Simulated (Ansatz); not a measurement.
One change: `[CH3][Mo]([NH2])(=[S])=[S]` becomes `[CH3][W]([NH2])(=[S])=[S]`.

Ansatz, PBE0-D4/def2-TZVP geometries, multiplicity 1. Each molecule was computed in one conformer, which needn't be the lowest.

Elements past krypton have def2 core potentials.

```csv
property,`[CH3][Mo]([NH2])(=[S])=[S]`
LUMO energy (ωB97M-V/def2-TZVPP) / eV,-0.82
HOMO–LUMO gap (B3LYP/def2-TZVPP) / eV,3.92
HOMO energy (PBE0/def2-TZVPP) / eV,-7.12
HOMO energy (ωB97M-V/def2-TZVPP) / eV,-9.11
size of the dipole moment (B3LYP/def2-TZVPP) / D,3.52
size of the dipole moment (PBE/def2-TZVPP) / D,3.54
```

(1) Give the same properties after the change, and the shifts. (Best estimate.)

Answers

(1) Ansatz gave: 
| property | `[CH3][W]([NH2])(=[S])=[S]` | shift |
| --- | --- | --- |
| LUMO energy (ωB97M-V/def2-TZVPP) / eV | -0.41 | 0.41 |
| HOMO–LUMO gap (B3LYP/def2-TZVPP) / eV | 4.30 | 0.38 |
| HOMO energy (PBE0/def2-TZVPP) / eV | -7.10 | 0.02 |
| HOMO energy (ωB97M-V/def2-TZVPP) / eV | -9.11 | 0.00 |
| size of the dipole moment (B3LYP/def2-TZVPP) / D | 3.85 | 0.33 |
| size of the dipole moment (PBE/def2-TZVPP) / D | 3.84 | 0.30 |

Dipoles are sizes alone; their direction can turn.

B3LYP here is the variant with VWN-RPA as its local correlation; programs differ in this.
